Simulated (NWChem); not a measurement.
System: CH3CdFN2; SMILES [F][Cd]1[NH]C=[NH]->1

Here is an NWChem input.

```
start job
memory heap 200 mb stack 900 mb global 1100 mb
geometry units angstroms
  Cd     0.203805     0.315072    -0.232682
  F     -1.366367     0.978811    -1.165834
  C     -0.011308    -1.568334     1.380515
  N      0.302169    -1.795629     0.133921
  N     -0.062875    -0.331877     1.794277
  H     -0.205655    -2.396218     2.067703
  H      0.342728    -2.763539    -0.162246
  H     -0.301338    -0.180973     2.767197
end
basis spherical
  * library def2-svp
end
ecp
  Cd library def2-ecp
end
dft
  xc xpbe96 cpbe96
  disp vdw 4
  iterations 150
end
driver
  maxiter 120
end
task dft optimize
```

No frequency run checked for a minimum. def2 effective core potentials on Cd; no spin-orbit coupling.

The level has its own optimisation.

Question: Give the results of this calculation. (PBE-D3(BJ)/def2-SVP with def2 effective core potentials on Cd.) Quantities: r Cd–F (Å); r C–Cd (Å); r Cd–N (Å); r C–N (Å); dipole (D).

Answer: The r Cd–F (Å) is 1.967, the r C–Cd (Å) comes out as 2.642 and the r Cd–N (Å) is 2.249. The r C–N (Å) comes out as 1.325 and the dipole (D) is 4.48.
